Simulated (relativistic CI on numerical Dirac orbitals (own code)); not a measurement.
Sensitivity of the levels of Mn XII to α and to the nuclear radius

Computed by Dirac-Coulomb-Breit CI, KLI orbitals optimised for each configuration, derivatives by finite differences, unscaled Slater integrals, QED left out (own radial code, finite nucleus).

Configuration list (outside the closed core [Ne]): 3s2.3p2, 3s.3p3, 3s2.3p.3d, 3p4, 3s.3p2.3d, 3p3.3d, 3s2.3d2, 3s.3d3, 3p2.3d2, 3p.3d3. Double excitations out of closed p, d and f shells are left out; levels of such configurations are missing from the list, as are those of other unlisted configurations, and high levels can miss mixing partners.

With x = (α/α₀)² − 1 an excitation energy changes as ω = ω₀ + qx; K = 2q/ω₀ is the relative enhancement. Terms are leading LS components, so labels can repeat. The field-shift factor is F = δν/δ⟨r²⟩ for the transition from the lowest level.

Lowest level 3s2.3p2 3P_0.

```csv
Level,ω₀ (cm⁻¹),q (cm⁻¹),K,F (GHz/fm²)
3s2.3p2 3P_1,7030,9026,2.57,-0.0195
3s2.3p2 3P_2,14956,15330,2.05,-0.0392
3s2.3p2 1D_2,44655,17390,0.779,-0.0161
3s2.3p2 1S_0,86588,18520,0.428,-0.268
3s.3p3 5S°_2,200202,26450,0.264,-12.3
3s.3p3 3D°_1,272074,24310,0.179,-10.9
3s.3p3 3D°_2,272242,24440,0.18,-11
3s.3p3 3D°_3,274093,27690,0.202,-11
3s.3p3 3P°_0,316460,27860,0.176,-10.9
3s.3p3 3P°_2,316579,28360,0.179,-10.6
3s.3p3 3P°_1,316739,28590,0.181,-10.8
3s.3p3 1D°_2,342190,28410,0.166,-7.62
3s.3p3 3S°_1,399461,26490,0.133,-13.4
3s2.3p.3d 3F°_2,412109,12760,0.0619,0.371
3s2.3p.3d 3F°_3,417556,18010,0.0863,0.423
3s2.3p.3d 3F°_4,425463,26430,0.124,0.415
3s.3p3 1P°_1,427304,33240,0.156,-11.4
3s2.3p.3d 3P°_2,478904,14950,0.0624,-2.89
3s2.3p.3d 3P°_1,485974,16990,0.0699,-1.18
3s2.3p.3d 1D°_2,489205,26030,0.106,-3.46
3s2.3p.3d 3P°_0,491193,25600,0.104,-1.18
3s2.3p.3d 3D°_1,495443,24830,0.1,-1.25
3s2.3p.3d 3D°_3,497216,23860,0.096,-1.13
```

At this charge energies of transitions that change n are usually good to better than 1 %, and those within a shell (Δn = 0) to a few per cent.
